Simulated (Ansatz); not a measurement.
C4H10AlBr (`C[CH](C)[Al]([CH3])[Br]`) at its PBE0-D4/def2-TZVP geometry, where that method's forces vanish. Total charge 0; spin multiplicity 1.

```xyz
16

C     0.4703    1.9443   -0.7646
C     0.4608    0.6918    0.1044
C    -0.3872    0.8919    1.3647
Al   -0.0817   -0.9574   -0.8124
C    -0.1928   -2.7095    0.0231
Br   -0.6581   -0.8344   -3.0121
H     0.8211    2.8154   -0.1983
H     1.1142    1.8360   -1.6404
H    -0.5315    2.1809   -1.1351
H     1.4928    0.4947    0.4350
H    -0.0241    1.7429    1.9530
H    -1.4323    1.1045    1.1163
H    -0.3782    0.0169    2.0217
H     0.3703   -3.4507   -0.5517
H     0.1870   -2.7099    1.0479
H    -1.2305   -3.0573    0.0485
```

Question: What forces (eV/Å) does ωB97M-V/def2-TZVPP give on these atoms in Ansatz? (Best estimate.)

Answer: Computed: 
```
C1   0.004  0.183 -0.104
C2   0.131 -0.239 -0.053
C3  -0.096  0.058  0.180
Al4  0.008  0.021  0.038
C5  -0.005 -0.015  0.008
Br6  0.007  0.010  0.014
H7  -0.028 -0.066 -0.041
H8  -0.044  0.005  0.056
H9   0.055 -0.021  0.023
H10 -0.071  0.027 -0.016
H11 -0.030 -0.066 -0.046
H12  0.065 -0.014  0.008
H13 -0.002  0.055 -0.045
H14 -0.040  0.051  0.044
H15 -0.028 -0.011 -0.070
H16  0.075  0.021  0.003
```
